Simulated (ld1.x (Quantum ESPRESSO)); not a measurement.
molybdenum: one change to a TM semilocal potential, before and after

molybdenum, norm-conserving Troullier–Martins (semilocal form), made with ld1.x (Quantum ESPRESSO) 7.5 (BP86, scalar-relativistic). Core [Ar] 3d10, reference 4s2 4p6 4d5 5s0 5p0 (charge +1). Waves: 4s (bound): rc 1.85 bohr; 4d (bound): rc 2.10 bohr; 4p (bound): rc 1.30 bohr. Local part: the p channel. Core correction: a·sin(br)/r model core, default radius (core density twice the valence density).

All-electron outer shells of the reference configuration (BP86, scalar-relativistic, ld1.x):

```
shell  level (eV)  outermost node (bohr)  outermost maximum (bohr)
   3d     -227.89                      –                      0.32
   4s      -71.26                   0.51                      0.99
   4p      -45.41                   0.52                      1.08
   4d      -10.55                   0.53                      1.38
   5s       -9.98                   1.34                      2.79
   5p       -5.93                   1.53                      3.49
```

Change: core [Kr], valence charge 6; reference 4d5 5s0.5 5p0; waves now 5p (bound): rc 4.15 bohr; 4d (bound): rc 1.35 bohr; 5s (bound): rc 2.80 bohr; local potential the s channel; core correction Bessel-smoothed model core, default radius (core density twice the valence density).

Cutoffs: the cutoffs (Ry, on a coarse ladder) from which the occupation-weighted sum of valence levels, in a spherical-Bessel basis at the reference potential, stays within 10 and 1 mRy of its value at 400 Ry; they do not see the model core or the augmentation charge, which bear on the density cutoff. Errors are all-electron minus pseudo energies relative to the spin-unpolarised reference configuration.

Task: What does the change do?

Result: The potential gets softer (80 Ry and 120 Ry → 45 Ry and 60 Ry); neither file shows a bound ghost at the reference potential, the only one tested. The shells moved into the core no longer need plane waves of their own. In the semilocal form every listed channel keeps its own potential, so the choice of the local channel does not act on these tests. It acts once the file is put into the separable form. A semilocal file is local in each channel, so a ghost entry of none says nothing of the separable form that plane-wave codes build from it. Several settings change at once here, so the effects cannot be laid on one of them.

| quantity | base | changed |
| --- | --- | --- |
| cutoff, loose | 80 Ry | 45 Ry |
| cutoff, tight | 120 Ry | 60 Ry |
| bound ghosts | none | none |
| largest error over its own tests, meV | +2064 | -1398 |

Base: These tests converged, but a pseudo level misses the all-electron one widely, so the file describes the atom poorly there or has found another state: 4s2 4p6 4d4 5s0 5p0: empty 5s by 2.5 eV; 4s2 4p6 4d3 5s0 5p0: empty 5s by 3.5 eV; 4s2 4p6 4d2 5s0 5p0: empty 5s by 4.7 eV; 4s2 4p6 4d5.5 5s0.5 5p0: 5s by 1.0 eV.
